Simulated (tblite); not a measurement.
Compound: C6H11NOSi.
Bonds: N1–C2, C2–C3, C3–C4, C4–C5 (double), C5–Si6, Si6–C7, C7–C8 (double), C8–O9, C4–O9. Hydrogens: H10, H11 on N1; H12, H13 on C2; H14, H15 on C3; H16 on C5; H17, H18 on Si6; H19 on C7; H20 on C8.

Computed with GFN2-xTB (tblite), gas phase: L-BFGS steps from a force-field or distance-geometry start until the largest atomic force falls under 0.01 eV/Å.

Geometry at step 7:
```
atom  x, y, z in Å
N1      3.4886    0.4393   -1.0289
C2      2.0364    0.3506   -1.1082
C3      1.3916    0.1715    0.2761
C4     -0.1039    0.0212    0.2204
C5     -0.6808   -1.1239    0.5886
Si6    -2.5209   -1.3730    0.5738
C7     -2.9983    0.2993   -0.1066
C8     -2.0761    1.2123   -0.3950
O9     -0.7350    1.1219   -0.2571
H10     3.8101   -0.2804   -0.3832
H11     3.7496    1.3198   -0.5902
H12     1.6507    1.2497   -1.5866
H13     1.7938   -0.5083   -1.7440
H14     1.7831   -0.7580    0.6974
H15     1.6884    1.0006    0.9360
H16    -0.0145   -1.8886    0.9412
H17    -3.0140   -1.5391    1.9577
H18    -2.9077   -2.4625   -0.3525
H19    -4.0289    0.5624   -0.2696
H20    -2.3173    2.1960   -0.7821
```

**Question.** What forces act on the atoms?

**Answer.** 
```tsv
atom	Fx (eV/Å)	Fy (eV/Å)	Fz (eV/Å)
N1	-0.096	0.077	0.277
C2	0.128	0.032	0.001
C3	0.045	-0.011	0.046
C4	0.094	-0.153	0.005
C5	-0.121	0.025	0.031
Si6	-0.101	-0.062	-0.039
C7	0.012	-0.083	0.046
C8	-0.030	-0.018	0.051
O9	0.209	0.257	-0.047
H10	0.097	-0.082	-0.238
H11	-0.006	0.035	-0.121
H12	0.013	0.065	-0.061
H13	-0.023	0.031	0.082
H14	0.081	0.092	0.131
H15	-0.164	-0.054	-0.201
H16	0.016	-0.212	0.062
H17	-0.071	-0.128	-0.166
H18	-0.036	0.087	0.233
H19	-0.052	0.070	-0.055
H20	0.004	0.033	-0.035
```

The largest, 0.33 eV/Å, acts on O9; the rms over all components is 0.107 eV/Å. The forces sum to zero within rounding, as they must for an isolated molecule in no field.

**Question.** Give the force on O9 in Eh/bohr and in nN.

**Answer.** 0.335 eV/Å ÷ 51.422 = 0.00651 Eh/bohr, and 0.335 eV/Å × 1.602 = 0.54 nN.

**Question.** How far is this geometry from the end of the optimisation?

**Answer.** 0.099 eV above it, and 0.224 Å rms away after alignment. The bonds farthest from their final lengths, with half the difference of the two atoms' forces along the bond (positive lengthens):

```csv
bond,now (Å),final (Å),force along bond (eV/Å)
Si6–H18,1.481,1.471,-0.15
N1–C2,1.457,1.447,-0.10
C5–Si6,1.857,1.865,0.00
C2–C3,1.538,1.545,+0.04
C3–H15,1.100,1.093,-0.12
C4–O9,1.356,1.363,+0.15
```

The angle farthest from its final value is H17–Si6–H18, 114.6° against 108.9°.

Of the 2 listed bonds off by 0.010 Å or more, this force points towards the final length in 2.

What follows is the cost of the whole relaxation. On one thread, Intel Xeon 6975P-C (x86_64), no GPU, shared host with 192 logical CPUs at a one-minute load of 76, this took 0.71 s of wall time.
